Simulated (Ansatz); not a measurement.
Basis sets compared for the cluster Hg2TeF2 (the lowest singlet isomer of a short search). Charge 0, multiplicity 1. Geometry PBE0-D4/def2-SVP. Ansatz on 4 threads of Arm Neoverse N1 on a shared host; times are rough, and most runs start from earlier orbitals.

```xyz
5

Hg   -1.491   -1.013    0.473
Hg    1.463    1.148   -0.140
Te   -0.161    0.749    1.862
F    -2.502   -2.341   -0.558
F     2.691    1.458   -1.638
```

In the def2 sets Hg, Te take a core potential; there is no spin–orbit coupling. The structure comes from a short search, and lower isomers may exist.

Binding counts from free atoms (Hg singlet, Te triplet, F doublet) in the same basis, without a counterpoise term.

```csv
level,functions,energy (Eh),HOMO (eV),LUMO (eV),binding per atom (eV),wall time
PBE-D4/def2-SVP,118,-774.4528,-6.08,-3.19,1.67,1.9 s
PBE-D4/def2-TZVP,198,-774.7486,-6.28,-3.32,1.76,3.9 s
r2SCAN-D4/def2-TZVP (with forces),198,-775.0213,-6.53,-3.16,1.69,9 s
PBE0-D4/def2-SVP,118,-774.3816,-7.17,-2.41,1.51,3.4 s
PBE0-D4/def2-TZVP,198,-774.6753,-7.32,-2.50,1.63,6 s
```

(1) Estimate the rows for PBE-D4/def2-TZVPD, r2SCAN-D4/def2-TZVPD, PBE0-D4/def2-TZVPD.

Results:

(1) 
```json
{"level": "PBE-D4/def2-TZVPD", "functions": "231", "energy (Eh)": "-774.7532", "HOMO (eV)": "-6.31", "LUMO (eV)": "-3.36", "binding per atom (eV)": "1.77", "wall time": "4.6 s"}
{"level": "r2SCAN-D4/def2-TZVPD", "functions": "231", "energy (Eh)": "-775.0256", "HOMO (eV)": "-6.53", "LUMO (eV)": "-3.17", "binding per atom (eV)": "1.70", "wall time": "11 s"}
{"level": "PBE0-D4/def2-TZVPD", "functions": "231", "energy (Eh)": "-774.6797", "HOMO (eV)": "-7.33", "LUMO (eV)": "-2.54", "binding per atom (eV)": "1.64", "wall time": "8 s"}
```
